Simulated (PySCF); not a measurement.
H₆Al₂O₂, singlet at its CAM-B3LYP/def2-SVP optimised geometry (Å):

```
10

Al    -1.1064    -0.9154     0.0000
Al     1.1062     0.9157     0.0000
O      0.7578    -0.9154     0.0000
H      1.3704    -1.6559    -0.0050
H     -1.7056    -1.4203     1.3750
H     -1.7041    -1.4005    -1.3828
O     -0.7577     0.9154     0.0119
H     -1.3704     1.6559     0.0169
H      1.7145     1.4095     1.3750
H      1.6947     1.4118    -1.3828
```

Calculation: CAM-B3LYP/def2-TZVP (PySCF).

Map of the Laplacian of the electron density (e/bohr⁵), clipped to [-1.50, 1.50] on the plane z = 0.6 Å:

```
|                           |
|                           |
|                           |
|                           |
|                           |
|                           |
|                           |
|                           |
|         .::.              |
|        .:--:  .**.        |
|        .--::. -@@-        |
|        .:--:. .*#:        |
|         ..:.   ..         |
|                           |
|         ..   .:..         |
|        :#*. .:--:.        |
|        -@@- .:---.        |
|        .**.  :--:.        |
|              .::.         |
|                           |
|                           |
|                           |
|                           |
|                           |
|                           |
|                           |
|                           |
```
Scale: ten equal steps from -0.012 (start of ' ') to 1.50 (end of '@'), in the order ' .:-=+*#%@'; x runs from -4.00 to 4.00, y from -4.00 (bottom) to 4.00 (top).
